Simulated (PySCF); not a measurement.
C$_{3}$H$_{9}$B (SMILES BC(C)C), singlet, geometry from GFN2-xTB, atoms displaced at random by about 0.03 Å a coordinate; PySCF with R2SCAN/STO-3G, gradient.

Input for PySCF:
```python
from pyscf import gto, scf, dft

mol = gto.Mole()
mol.atom = '''
    B    -0.655438    1.486429    0.372327
    H    -1.247903    1.612872    1.372348
    H    -0.355290    2.411210   -0.211369
    C    -0.287451    0.051246   -0.146465
    C    -0.190971   -1.067610    0.889928
    C     0.942982   -0.035542   -1.058264
    H    -1.142811   -0.284847   -0.775452
    H    -0.018335   -2.029278    0.508303
    H     0.682030   -0.899707    1.555211
    H    -1.109315   -1.152280    1.564040
    H     0.808197    0.654093   -1.874099
    H     1.026329   -1.071637   -1.523119
    H     1.868932    0.162018   -0.559140
'''
mol.basis = 'sto-3g'
mol.charge = 0
mol.spin = 0
mol.verbose = 4
mol.build()

mf = dft.RKS(mol)
mf.xc = 'r2scan'
mf.grids.level = 0
mf.kernel()
g = mf.nuc_grad_method()
g.grid_response = False
grad = g.kernel()
```

The log (banner, timings and long lists left out):

```
PySCF version 2.14.0

[INPUT] verbose = 4
[INPUT] num. atoms = 13
[INPUT] num. electrons = 32
[INPUT] charge = 0
[INPUT] spin (= nelec alpha-beta = 2S) = 0
[INPUT] symmetry False subgroup None
[INPUT] Mole.unit = angstrom
[INPUT] Symbol           X                Y                Z      unit          X                Y                Z       unit  Magmom
[INPUT]  1 B     -0.655438000000   1.486429000000   0.372327000000 AA   -1.238598311633   2.808943713611   0.703596058781 Bohr   0.0
[INPUT]  2 H     -1.247903000000   1.612872000000   1.372348000000 AA   -2.358194900023   3.047886353980   2.593361867595 Bohr   0.0
[INPUT]  3 H     -0.355290000000   2.411210000000  -0.211369000000 AA   -0.671400794797   4.556526528813  -0.399429521223 Bohr   0.0
[INPUT]  4 C     -0.287451000000   0.051246000000  -0.146465000000 AA   -0.543203664232   0.096840904979  -0.276778736834 Bohr   0.0
[INPUT]  5 C     -0.190971000000  -1.067610000000   0.889928000000 AA   -0.360882887734  -2.017490507847   1.681720190582 Bohr   0.0
[INPUT]  6 C      0.942982000000  -0.035542000000  -1.058264000000 AA    1.781977720395  -0.067164645919  -1.999829127487 Bohr   0.0
[INPUT]  7 H     -1.142811000000  -0.284847000000  -0.775452000000 AA   -2.159599802140  -0.538282817404  -1.465391902746 Bohr   0.0
[INPUT]  8 H     -0.018335000000  -2.029278000000   0.508303000000 AA   -0.034648128494  -3.834779650605   0.960553458295 Bohr   0.0
[INPUT]  9 H      0.682030000000  -0.899707000000   1.555211000000 AA    1.288849908737  -1.700199822354   2.938922855911 Bohr   0.0
[INPUT] 10 H     -1.109315000000  -1.152280000000   1.564040000000 AA   -2.096301535872  -2.177493618814   2.955607247865 Bohr   0.0
[INPUT] 11 H      0.808197000000   0.654093000000  -1.874099000000 AA    1.527270984695   1.236056629995  -3.541533840321 Bohr   0.0
[INPUT] 12 H      1.026329000000  -1.071637000000  -1.523119000000 AA    1.939480723699  -2.025100434951  -2.878277765121 Bohr   0.0
[INPUT] 13 H      1.868932000000   0.162018000000  -0.559140000000 AA    3.531769625436   0.306169647250  -1.056621465289 Bohr   0.0

nuclear repulsion = 117.468962790418
number of shells = 21
number of NR pGTOs = 87
number of NR cGTOs = 29
basis = sto-3g
ecp = {}

******** <class 'pyscf.dft.rks.RKS'> ********
method = RKS
initial guess = minao
damping factor = 0
level_shift factor = 0
DIIS = <class 'pyscf.scf.diis.CDIIS'>
diis_start_cycle = 1
diis_space = 8
diis_damp = 0
SCF conv_tol = 1e-09
SCF conv_tol_grad = None
SCF max_cycles = 50
direct_scf = True
direct_scf_tol = 1e-13
XC library pyscf.dft.libxc version 7.1.2
    S. Lehtola, C. Steigemann, M. J. T. Oliveira, and M. A. L. Marques,  SoftwareX 7, 1–5 (2018)
XC functionals = r2scan
    J. W. Furness, A. D. Kaplan, J. Ning, J. P. Perdew, and J. Sun,  J. Phys. Chem. Lett. 11, 8208–8215 (2020)
    J. W. Furness, A. D. Kaplan, J. Ning, J. P. Perdew, and J. Sun,  J. Phys. Chem. Lett. 11, 9248–9248 (2020)
    J. W. Furness, A. D. Kaplan, J. Ning, J. P. Perdew, and J. Sun,  J. Phys. Chem. Lett. 11, 8208–8215 (2020)
    J. W. Furness, A. D. Kaplan, J. Ning, J. P. Perdew, and J. Sun,  J. Phys. Chem. Lett. 11, 9248–9248 (2020)
radial grids:
    Treutler-Ahlrichs [JCP 102, 346 (1995); DOI:10.1063/1.469408] (M4) radial grids

becke partition: Becke, JCP 88, 2547 (1988); DOI:10.1063/1.454033
pruning grids: <function nwchem_prune>
grids dens level: 0
symmetrized grids: False
atomic radii adjust function: <function treutler_atomic_radii_adjust>
small_rho_cutoff = 0
Set gradient conv threshold to 3.16228e-05
Initial guess from minao.
tot grids = 9928
init E= -142.610512961549
  HOMO = -0.315991689083576  LUMO = -0.0522371850751089  gap/eV = 7.17713
cycle= 1 E= -142.719200226659  delta_E= -0.109  |g|= 0.209  |ddm|= 4.08
  HOMO = -0.204721639894578  LUMO = 0.0265245365766666  gap/eV = 6.29253
cycle= 2 E= -142.720601380046  delta_E= -0.0014  |g|= 0.198  |ddm|= 0.54
  HOMO = -0.228269330267443  LUMO = 0.0279975727629039  gap/eV = 6.97338
cycle= 3 E= -142.733076829451  delta_E= -0.0125  |g|= 0.00671  |ddm|= 0.268
  HOMO = -0.227189866993663  LUMO = 0.0282232683564996  gap/eV = 6.95015
cycle= 4 E= -142.733095963262  delta_E= -1.91e-05  |g|= 0.00132  |ddm|= 0.0144
  HOMO = -0.227429814738094  LUMO = 0.0280275789373804  gap/eV = 6.95135
cycle= 5 E= -142.733096683365  delta_E= -7.2e-07  |g|= 0.000393  |ddm|= 0.00266
  HOMO = -0.227424477049784  LUMO = 0.0280513601115648  gap/eV = 6.95185
cycle= 6 E= -142.733096732855  delta_E= -4.95e-08  |g|= 5.72e-05  |ddm|= 0.000581
  HOMO = -0.227419972839877  LUMO = 0.0280621191680022  gap/eV = 6.95202
cycle= 7 E= -142.733096734025  delta_E= -1.17e-09  |g|= 4e-06  |ddm|= 8.98e-05
  HOMO = -0.227419900744291  LUMO = 0.0280616881472669  gap/eV = 6.95201
cycle= 8 E= -142.733096734032  delta_E= -6.42e-12  |g|= 1.01e-06  |ddm|= 8.09e-06
  HOMO = -0.227419919410055  LUMO = 0.0280618827017052  gap/eV = 6.95201
Extra cycle  E= -142.733096734032  delta_E= 2.27e-13  |g|= 9.69e-07  |ddm|= 2.61e-06
converged SCF energy = -142.733096734032

******** <class 'pyscf.grad.rks.Gradients'> for <class 'pyscf.dft.rks.RKS'> ********
unit = Eh/Bohr
grid_response = False
--------------- RKS gradients ---------------
         x                y                z
0 B     0.0036516591     0.0310995031    -0.0139084181
1 H     0.0050978822    -0.0005328555    -0.0046663896
2 H    -0.0073931001    -0.0236537981     0.0171298015
3 C     0.0103445621     0.0200721822     0.0086660062
4 C     0.0153888885    -0.0261437582    -0.0793420386
5 C     0.0104803303     0.0390335050     0.0319542664
6 H     0.0045439222    -0.0111421167     0.0041585419
7 H    -0.0030556357     0.0402202031     0.0308392662
8 H     0.0069843141    -0.0036997256     0.0004651541
9 H    -0.0227485684    -0.0073884008     0.0189787894
10 H    -0.0045068663    -0.0148390149     0.0159881689
11 H     0.0020695664    -0.0237753784    -0.0129713200
12 H    -0.0198596148    -0.0076483610    -0.0148586922
----------------------------------------------
```
